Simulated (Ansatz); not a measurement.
Program: Ansatz. Geometries: PBE0-D4/def2-TZVP. ΔE: electronic, gas phase. CCSD(T)/CBS adds triple-zeta CCSD(T) − MP2 to the extrapolated MP2 energy (def2 sets, frozen cores). Functionals use def2-TZVPP. B3LYP here is the variant with VWN-RPA as its local correlation; programs differ in this. For Ga outer-core shells are correlated without core-valence functions, which leaves a few kJ/mol of doubt a bond. Scalar relativity is left out up to krypton. One conformer a species, not always the lowest.

`BBCC` + `[BH2][GaH][OH]` → `[BH2][GaH][O]CC` + `BB`  (substitution at a C–B bond)

| level | ΔE (kJ/mol) | difference from CCSD(T)/CBS |
| --- | --- | --- |
| ωB97M-V | 77.7 | -1.0 |
| B2PLYP | 74.8 | -3.9 |
| B3LYP | 73.2 | -5.5 |
| HF/def2-TZVPP | 63.3 | -15.4 |
| SCS-MP2/def2-TZVPP | 74.7 | -4.0 |
| HF/def2-QZVPP | 63.7 | -15.0 |
| MP2/def2-QZVPP | 83.0 | 4.3 |
| SCS-MP2/def2-QZVPP | 77.0 | -1.7 |
| HF/CBS(def2) | 63.8 | -14.9 |
| MP2/CBS(def2) | 84.2 | 5.5 |
| CCSD(T)/CBS | 78.7 | 0 |

Largest T1 diagnostic among the species: 0.015.

In def2-TZVPP, CCSD(T) changes the Hartree–Fock value by +12.1 kJ/mol (the triples alone add +0.6 kJ/mol) and MP2 by +17.7 kJ/mol.
